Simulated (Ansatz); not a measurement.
C₃H₂O, SMILES C#CC=O.

Geometry: B3LYP-D3(BJ)/def2-SVP.

Two levels are set side by side: PBE/def2-SVPD (Ansatz, a program for electronic structure) and CAM-B3LYP/def2-SVPD (Ansatz). Energy differences of separate SCF runs at the same geometry; the states with an electron removed or added have multiplicity 2 and 2. Differences are taken from unrounded values.

```csv
quantity,CAM-B3LYP,PBE,PBE minus CAM-B3LYP
vertical ionisation energy (eV),10.77,10.51,-0.25
vertical singlet–triplet gap (eV),3.20,3.21,0.01
```
